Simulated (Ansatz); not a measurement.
C$_{2}$H$_{8}$S$_{2}$Sn, SMILES `[CH3][Sn]([CH3])([SH])[SH]`, relaxed with RKS PBE0-D4/def2-TZVP in Ansatz from a GFN2-xTB geometry. The force threshold is 0.005 eV/Å; the program also tests the step.

The species carries charge 0 and has multiplicity 1. Sn: def2 effective core potential.

Start:

```xyz
13

C    -1.898    0.298   -0.842
Sn    0.169   -0.094   -0.156
C     0.588    0.356    1.969
S     0.740   -2.453   -0.487
S     1.641    1.216   -1.609
H    -2.199    1.286   -0.517
H    -2.562   -0.448   -0.421
H    -1.929    0.249   -1.925
H     1.635    0.165    2.180
H     0.360    1.398    2.165
H    -0.028   -0.280    2.592
H     0.713   -2.407   -1.810
H     2.770    0.714   -1.138
```

Task: By how much does the energy fall, and how many steps does the optimiser take? (An estimate is asked.)

Result: The calculation gave: 12.00 kJ/mol, in 15 steps, 3 of them rejected.

Task: Which bonds change most? (Best estimate.)

Result: Computed: Sn2–C3 from 2.213 to 2.132 Å; C1–Sn2 from 2.213 to 2.132 Å; Sn2–S4 from 2.449 to 2.412 Å; Sn2–S5 from 2.447 to 2.412 Å.

Task: Give the relaxed structure. (Estimate.)

Result: The calculation gave: 
```xyz
13

C    -1.818    0.290   -0.812
Sn    0.175   -0.083   -0.152
C     0.552    0.314    1.909
S     0.786   -2.396   -0.466
S     1.571    1.272   -1.578
H    -2.065    1.341   -0.662
H    -2.511   -0.332   -0.244
H    -1.900    0.047   -1.870
H     1.596    0.099    2.134
H     0.346    1.363    2.120
H    -0.087   -0.315    2.529
H     0.647   -2.334   -1.800
H     2.709    0.734   -1.110
```
